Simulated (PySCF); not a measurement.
Computed shifts of a molecule C2H9NSi3, PBE0/pcSseg-1 (PySCF), GIAO, gas phase, atoms alike by connectivity averaged where their shifts nearly agree, in ppm (number of nuclei): ²⁹Si: -22.0 (1), -79.9 (1), -88.6 (1). ¹³C: 213.6 (1), 38.8 (1). ¹⁵N: 450.3 (1). ¹H: 5.51 (2), 4.48 (3), 3.68 (2), 2.87 (2). References: ²⁹Si against TMS (σ = 352.7 ppm); ¹³C against TMS (σ = 186.3 ppm); ¹⁵N against NH3 (σ = 267.4 ppm); ¹H against TMS (σ = 31.56 ppm), references at their B3LYP-D3(BJ)/def2-TZVP geometries, non-relativistic. Geometry optimised at PBE0-D3(BJ)/def2-SVP. The values are those of a single conformer.

Q: Pick the molecule that these values belong to.
(A) [SiH3]C1=N[SiH2][SiH2]C1
(B) [SiH3]N1C=C[Si@@H]1[SiH3]
(C) N#C[C@H]([SiH3])[SiH2][SiH3]
(D) C#C[SiH2]N([SiH3])[SiH3]

A: A, [SiH3]C1=N[SiH2][SiH2]C1
